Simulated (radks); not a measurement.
The numbers below are computed, except where a source is named.
Question: Ionisation of the tin ion Sn+, [Kr] 4d10 5s2 5p1, to Sn2+, [Kr] 4d10 5s2, under several functionals. Scalar-relativistic Kohn-Sham, spin-polarised, spherical densities, point nucleus; open shells are filled with parallel spins first (spin-orbit coupling, left out, can overturn this in heavy ions); a radial shooting solver on a logarithmic mesh with Libxc functionals. The NIST Atomic Spectra Database gives 14.633 eV (measured). Rank these functionals by the error of their Delta-SCF ionisation energy: RPBE; SOGGA; PW91; exchange-only PBE; XLYP; B86b exchange with PBE correlation.

Answer: From best to worst: PW91 14.237 eV (-0.396); B86b exchange with PBE correlation 14.185 eV (-0.448); XLYP 14.158 eV (-0.475); SOGGA 14.073 eV (-0.560); RPBE 14.054 eV (-0.579); exchange-only PBE 13.495 eV (-1.138). Open shells are spherical and high-spin; term and fine-structure splittings are not resolved. Spin-orbit splitting is averaged out at the scalar-relativistic level.
